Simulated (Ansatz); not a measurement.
C$_{2}$H$_{4}$ClOSi (`C=C[Si](O)Cl`) radical. Charge 0, multiplicity 2.

Z-matrix (Å, degrees):
```
C
C 1 1.332
H 1 1.085 2 121.6
H 1 1.086 2 121.8 3 -179.4
Si 2 1.844 1 122.4 3 -3.1
H 2 1.087 1 119.7 3 -179.5
Cl 5 2.071 2 110.0 1 136.3
O 5 1.643 2 106.9 1 15.5
H 8 0.959 5 117.7 2 178.2
```

Q: Give the diagnostics of a CCSD(T)/def2-TZVPP run (frozen core, Ansatz). (Estimate.)

A: The calculation gave: T1 = 0.0220, largest single amplitude 0.062, largest double 0.049, (T) share of the correlation energy 4.1 %, 12 CCSD cycles. ⟨S²⟩ of the UHF reference is 0.827 against 0.75 for a pure state. T1 lies under the customary mark of 0.045 for open shells.
